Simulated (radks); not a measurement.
Results of a calculation; reference values are marked as such.
Task: Valence configurations of Sm+ (all share [Xe]). Level of theory: Dirac Kohn-Sham, LDA (Slater exchange, Perdew-Wang correlation), spin-unpolarised, spherical densities, point nucleus; open shells fill j = l - 1/2 first (a radial shooting solver on a logarithmic mesh with Libxc functionals). Order these by energy: 4f5.5 5d0.5 6s1; 4f5.5 6s1.5; 4f7; 4f5 6s2; 4f6 6s0.5 6p0.5; 4f6.5 6s0.5; 4f5 6s1 6p1; 4f5 6s0.5 6p1.5; 4f6 6s1; 4f3 6s1 6p3.

Result: From the lowest, in eV above it: 4f6 6s1 0.000; 4f6.5 6s0.5 0.746; 4f5.5 6s1.5 0.862; 4f5.5 5d0.5 6s1 1.182; 4f6 6s0.5 6p0.5 1.491; 4f7 2.468; 4f5 6s2 3.351; 4f5 6s1 6p1 6.811; 4f5 6s0.5 6p1.5 8.568; 4f3 6s1 6p3 47.575. NIST lists [Xe] 4f6 6s1 as the ground configuration; this level of theory agrees among the configurations tried. The energies are those of spherical spin-averaged densities, not of single terms.
